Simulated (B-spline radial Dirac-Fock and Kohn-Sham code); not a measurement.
Magnetic form factor of the 5d shell of Er

System: neutral erbium, [Xe] 4f12 5d1 6s1 (not the ground configuration).

Input of the calculation (task.json; shells as n, l, electrons):

```json
{"items": [{
  "Z": 68,
  "q": 0,
  "cfg": [[1, 0, 2], [2, 0, 2], [2, 1, 6], [3, 0, 2], [3, 1, 6], [3, 2, 10], [4, 0, 2], [4, 1, 6], [4, 2, 10], [4, 3, 12], [5, 0, 2], [5, 1, 6], [5, 2, 1], [6, 0, 1]],
  "A": 166,
  "rrms": 5.2516,
  "do": ["scatter"],
  "s": [0.0, 0.05, 0.1, 0.15, 0.2, 0.25, 0.3, 0.35, 0.4, 0.45, 0.5, 0.6, 0.7, 0.8, 0.9, 1.0, 1.1, 1.2, 1.4, 1.6, 1.8, 2.0, 2.5, 3.0, 3.5, 4.0, 5.0, 6.0],
  "pz": [0, 0.1, 0.2, 0.3, 0.4, 0.5, 0.6, 0.8, 1.0, 1.2, 1.4, 1.6, 1.8, 2.0, 2.5, 3.0, 4.0, 5.0, 7.0, 10.0, 15.0, 20.0, 30.0, 40.0, 60.0, 100.0],
  "hv_scatter": [2000, 5000, 8047.8, 17479.3, 30000, 200000, 500000, 1000000]
}]}
```

Launch: `python xray_run.py task.json out`

These are calculated numbers from an atomic code on a B-spline grid; the model is Dirac-Fock orbitals of the configuration average with a finite nucleus. ⟨j_K⟩ is the integral of the 5d radial density with the spherical Bessel function j_K(4πsr), s = sin θ/λ.

```
s (Å⁻¹)     ⟨j0⟩     ⟨j2⟩     ⟨j4⟩
      0   1.0000   0.0000   0.0000
   0.05   0.6645   0.1177   0.0111
    0.1   0.2637   0.1850   0.0581
   0.15   0.0865   0.1518   0.0836
    0.2   0.0196   0.1067   0.0821
   0.25  -0.0046   0.0714   0.0710
    0.3  -0.0112   0.0461   0.0585
   0.35  -0.0106   0.0284   0.0469
    0.4  -0.0074   0.0164   0.0369
   0.45  -0.0038   0.0084   0.0285
    0.5  -0.0006   0.0034   0.0215
    0.6   0.0034  -0.0010   0.0114
    0.7   0.0045  -0.0015   0.0052
    0.8   0.0040  -0.0005   0.0018
    0.9   0.0029   0.0006   0.0002
      1   0.0017   0.0014  -0.0004
    1.1   0.0008   0.0019  -0.0003
    1.2   0.0002   0.0020   0.0000
    1.4  -0.0003   0.0016   0.0007
    1.6  -0.0001   0.0009   0.0011
```

Radial moments of the shell: ⟨r²⟩ = 24.25, ⟨r⁴⟩ = 1399, ⟨r⁶⟩ = 145800 in powers of bohr.
